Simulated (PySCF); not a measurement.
Cartesian coordinates in Å; atom numbers follow the order of the lines, from 1:
```xyz
6

Mg    1.087    0.517   -1.118
Cl    2.550    1.204   -2.594
Cl   -1.109   -0.374   -1.250
Mg   -1.086   -0.518    1.118
Cl   -2.551   -1.202    2.594
Cl    1.110    0.373    1.250
```

Geometry: PBE0-D3(BJ)/def2-SVP; GIAO absolute shieldings from PySCF 2.14.0 with density-fitted response routines, gas phase, non-relativistic, averaged over equivalent atoms.

At PBE0/pcSseg-1 (128 basis functions, 9.5 s wall time on 1 thread of an Arm Neoverse V1, shared host):
```tsv
atoms	σ (ppm)
Mg1/Mg4	513.7
Cl3/Cl6	1008.5
Cl2/Cl5	1071.7
```

**Question.** Predict the values at KT2/pcSseg-1 on the same geometry.

**Answer.** 
```csv
atoms,σ at KT2/pcSseg-1,change
Mg1/Mg4,508.8,-4.9
Cl3/Cl6,978.9,-29.6
Cl2/Cl5,1045.5,-26.2
```

The largest change is at Cl3/Cl6 (chlorine bonded to 2 Mg). Cost: 128 basis functions, 11 s wall time on 1 thread of an Arm Neoverse V1, shared host.
